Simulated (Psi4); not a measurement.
Psi4 input (wB97X-D/6-31G*):

```
memory 1500 MB

molecule {
-1 1
S     0.99284409   -0.46476956    0.00704070
S    -0.88384757    0.49897825   -0.00585391
H    -1.74394422   -0.54733919   -0.01898866
symmetry c1
no_reorient
no_com
}

set {
  basis 6-31G*
  reference rks
  scf_type pk
  dft_radial_points 99
  dft_spherical_points 590
  e_convergence 1e-8
  d_convergence 1e-7
  maxiter 150
}

e = energy('wb97x-d')
print_out(f'\nFINAL {e:.10f} DIPOLE {variable("CURRENT DIPOLE")[0]:.6f} {variable("CURRENT DIPOLE")[1]:.6f} {variable("CURRENT DIPOLE")[2]:.6f}\n')
```

Predict the final energy.

-796.97105 Eh.
